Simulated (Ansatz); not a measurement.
Cartesian coordinates in Å:
```
N -1.3470 1.0635 0.8556
Si 0.2441 0.7306 0.3456
O 0.6997 1.7175 -0.9020
Sn 0.3416 -1.7272 -0.4056
H -1.5389 1.8532 1.4509
H -2.1387 0.8383 0.2759
H 1.1198 0.9770 1.5241
H 1.5331 1.5317 -1.3381
H 0.5166 -2.8049 0.9090
H 1.6536 -2.0111 -1.4711
H -1.0840 -2.1688 -1.2443
```

Total charge 0; spin multiplicity 1. Sn takes the def2 core potential.

(1) List the r2SCAN/def2-TZVPP orbital energies in eV (Ansatz 0.2.0). (An estimate is asked.)

## Answers

(1) Computed: Occupied: -1791.70, -515.81, -385.00, -142.00, -136.64, -96.89, -96.86, -96.85, -91.44, -91.44, -91.42, -26.39, -25.88, -25.87, -25.80, -25.74, -25.74, -22.39, -14.44, -13.13, -12.75, -11.93, -10.25, -9.17, -8.23, -7.99, -7.94, -6.94, -6.39. Lowest empty: -0.49, -0.28, 0.14, 0.59, 1.26, 1.48, 2.00, 2.22.
